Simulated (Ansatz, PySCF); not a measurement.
The pair A = CH4 (SMILES C) (first 5 atoms), B = CH3Cl (SMILES CCl); geometry from B3LYP-D3(BJ)/def2-TZVP.
(charge 0, multiplicity 1):
```tsv
atom	x (Å)	y (Å)	z (Å)
C	-0.0214	0.0355	-0.0952
H	0.4119	0.5722	0.7471
H	-1.1086	0.0795	-0.0370
H	0.3077	0.4917	-1.0277
H	0.3016	-1.0049	-0.0701
C	-0.8227	-0.5867	3.4184
Cl	0.4348	0.6356	3.8003
H	-1.1411	-1.0486	4.3478
H	-1.6539	-0.0813	2.9367
H	-0.3892	-1.3245	2.7509
```

Correlated levels freeze the cores. CBS: X⁻³ extrapolation of the correlation energy, Hartree–Fock from the larger set. MP2 and its Hartree–Fock in aug-cc-pV(T+d)Z are density fitted.

Run with Ansatz (a program for electronic structure); PySCF for the dispersion terms. Values without a source in brackets are computed.

The monomers are drawn apart, rigid, along the line of their centres of mass. Counterpoise-corrected interaction energies (kcal/mol):

```csv
level,R = 5.006 Å,R = 6.228 Å
PBE/def2-TZVPPD,-0.1831,-0.0346
PBE-D3(BJ)/def2-TZVPPD,-0.4335,-0.1019
wB97M-V/def2-TZVPPD,-0.3223,-0.0879
"MP2/CBS(aug-cc-pV(D+d)Z, aug-cc-pV(T+d)Z) + ΔCCSD(T)/aug-cc-pV(D+d)Z",-0.3247,-0.0855
```

R is the distance of the centres of mass. Find the local exponent m of E ∝ R⁻ᵐ between the two points.


m = ln(E₁/E₂)/ln(R₂/R₁): PBE/def2-TZVPPD 7.6; PBE-D3(BJ)/def2-TZVPPD 6.6; wB97M-V/def2-TZVPPD 5.9; MP2/CBS(aug-cc-pV(D+d)Z, aug-cc-pV(T+d)Z) + ΔCCSD(T)/aug-cc-pV(D+d)Z 6.1. For scale, two fixed dipoles give m = 3, dipole and quadrupole 4, quadrupoles 5, and dispersion or dipole-induced dipole 6 at long range; at these distances several terms mix, and what is left of overlap and damping shifts m, so it need not match one of them.
